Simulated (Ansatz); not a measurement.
Name a neutral molecule of Ge, I and H with HOMO energy (PBE0/def2-TZVPP) between -7.70 and -7.40 eV and HOMO energy (PBE/def2-TZVPP) between -6.65 and -6.35 eV (Ansatz, PBE0-D4/def2-TZVP geometry).

`[I][GeH2][I]` (-7.67 eV, -6.57 eV); `[GeH3][I]` (-7.59 eV, -6.45 eV). Other molecules can fit too; these were computed, each in one conformer that needn't be the lowest.
